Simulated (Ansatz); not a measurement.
AlSi5. Charge 0, multiplicity 2. Geometry r2SCAN-D4/def2-SVP.

```xyz
6

Al   -0.139    1.154    0.704
Si    0.436   -2.971    0.642
Si    0.112   -1.052   -0.523
Si   -0.203    0.899   -1.778
Si    0.195   -0.990    1.832
Si   -0.400    2.960   -0.878
```

B3LYP takes the VWN-RPA correlation. Another isomer (doublet) lies 1.76 eV lower at PBE0-D4/def2-TZVP; other spin states weren't run for this one.

(1) Estimate the α-spin orbital energies around the gap (eV) in Ansatz with PBE-D4/def2-SVP, PBE-D4/def2-TZVP, B3LYP-D4/def2-TZVP, PBE0-D4/def2-SVP, PBE0-D4/def2-TZVP.

Results:

(1) 
```
orbital  PBE-D4/def2-SVP  PBE-D4/def2-TZVP  B3LYP-D4/def2-TZVP  PBE0-D4/def2-SVP  PBE0-D4/def2-TZVP
 HOMO−9           -11.34            -11.19              -12.33            -12.87             -12.69
 HOMO−8           -10.88            -10.75              -11.84            -12.37             -12.20
 HOMO−7            -8.99             -8.90               -9.85            -10.30             -10.18
 HOMO−6            -7.71             -7.62               -8.40             -8.79              -8.67
 HOMO−5            -6.99             -6.85               -7.38             -7.88              -7.73
 HOMO−4            -6.77             -6.65               -7.34             -7.78              -7.64
 HOMO−3            -6.51             -6.38               -6.98             -7.41              -7.25
 HOMO−2            -5.67             -5.57               -6.15             -6.51              -6.38
 HOMO−1            -5.66             -5.55               -5.94             -6.36              -6.23
   HOMO            -5.17             -5.08               -5.63             -6.03              -5.92
   LUMO            -3.83             -3.76               -3.14             -3.22              -3.12
 LUMO+1            -3.42             -3.39               -2.78             -2.80              -2.75
 LUMO+2            -2.94             -2.89               -2.35             -2.39              -2.31
 LUMO+3            -2.24             -2.25               -1.67             -1.60              -1.59
 LUMO+4            -2.10             -2.07               -1.39             -1.39              -1.34
 LUMO+5            -1.23             -1.32               -0.72             -0.57              -0.65
 β HOMO            -5.57             -5.47               -5.88             -6.28              -6.16
 β LUMO            -4.49             -4.41               -3.93             -3.88              -3.77
```
